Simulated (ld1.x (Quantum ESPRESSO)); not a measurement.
# Configuration tests for oxygen (O) (RRKJ)

```json
{"Element": "O", "Generator": "ld1.x (Quantum ESPRESSO) 7.5", "Type": "norm-conserving RRKJ (Kleinman–Bylander form)", "Functional": "PBEsol", "Relativity": "scalar-relativistic", "Frozen core": "[He]", "Valence charge": "6", "Reference configuration": "2s2 2p4", "Partial waves": "2p (bound): rc 1.80 bohr; 2s (bound): rc 0.85 bohr", "Local potential": "the s channel", "Core correction": "none", "rho0": "0.001"}
```

Energies are relative to the spin-unpolarised reference configuration 2s2 2p4; without spin polarisation the order of configurations can differ from experiment.

```
valence configuration  charge  ΔE all-electron (eV)  error AE − PS (meV)
              2s2 2p3      +1                16.360                  +59
              2s2 2p2      +2                49.837                 +520
              2s2 2p1      +3               103.544                +2070
              2s0 2p6       0                29.748                 -8.4
              2s1 2p5       0                14.855                 -1.6
            2s2 2p4.3    -0.3                -2.107                 +1.0
```

(1) What are ΔE and the potential's error for 2s2 2p3.5?

Levels in the configuration 2s2 2p2:

```
level  all-electron (eV)  pseudo (eV)
   2s            -58.131      -57.919
   2p            -43.111      -42.245
```

Answers

(1) ΔE = 6.254 eV all-electron; the error (AE − PS) is +8.3 meV.
